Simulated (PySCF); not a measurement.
Sn(Me)2(Cl)2 (C2H6Cl2Sn), SMILES [CH3][Sn]([CH3])([Cl])[Cl].

Geometry: r2SCAN-D4/def2-SVP. The isomer is the one that the SMILES or the coordinates give; other isomers of the formula were not compared. The def2 effective core potentials stand for the cores of Sn; spin–orbit coupling is left out.

Calculation: C-PCM-B3LYP/def2-SVP in PySCF.

The values are the electrostatic part of the solvation free energy, E(continuum) − E(gas) at the gas-phase geometry, in a cavity of scaled van der Waals radii (PySCF's table); cavitation and dispersion terms are not included. A continuum can't describe solvent molecules that bind to the metal. In vacuum the orbital gap is 6.83 eV. The dipole moment in vacuum is 3.84 D.

```json
[
 {"solvent": "water", "ε": "78.36", "ΔG(elec) (kcal/mol)": "-5.8", "dipole (D)": "5.06", "gap (eV)": "6.84"},
 {"solvent": "cyclohexanone", "ε": "15.62", "ΔG(elec) (kcal/mol)": "-5.5", "dipole (D)": "4.98", "gap (eV)": "6.84"},
 {"solvent": "dichloromethane", "ε": "8.93", "ΔG(elec) (kcal/mol)": "-5.1", "dipole (D)": "4.90", "gap (eV)": "6.84"}
]
```
